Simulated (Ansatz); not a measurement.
Molecule: sum formula SiH$_{2}$F, net charge -1, singlet state. It need not be the lowest isomer of its formula. Whether it binds its extra electron was not tested at this geometry. 
Structure (B3LYP-D3(BJ)/def2-TZVP (Ansatz, a first-principles code) minimum search):
```xyz
4

Si    -0.5532     0.1714    -0.1727
F      1.0747    -0.0830     0.2798
H     -0.7058    -1.0631    -1.1116
H     -1.2219    -0.5891     1.0118
```
Charge -1, spin multiplicity 1.

Basis-set convergence of Hartree-Fock and MP2 correlation energies (hartree) with Ansatz. Valence correlation only, unless marked. No spin-orbit coupling. No relativistic terms.

```
basis        functions       E(HF)  E(corr, MP2)
-----------  ---------  ----------  ------------
def2-SVPD           63  -389.38892      -0.31478
def2-TZVPPD        122  -389.61390      -0.39414
def2-QZVPPD        208  -389.62798      -0.42697
```

Extrapolating the two largest sets (X = 3 and 4) as X^-3: E(corr) = (64·(-0.42697) - 27·(-0.39414))/37 = -0.4509 Eh, an estimate of the basis-set limit. The largest set recovers 94.7 % of it, the smallest 69.8 %.
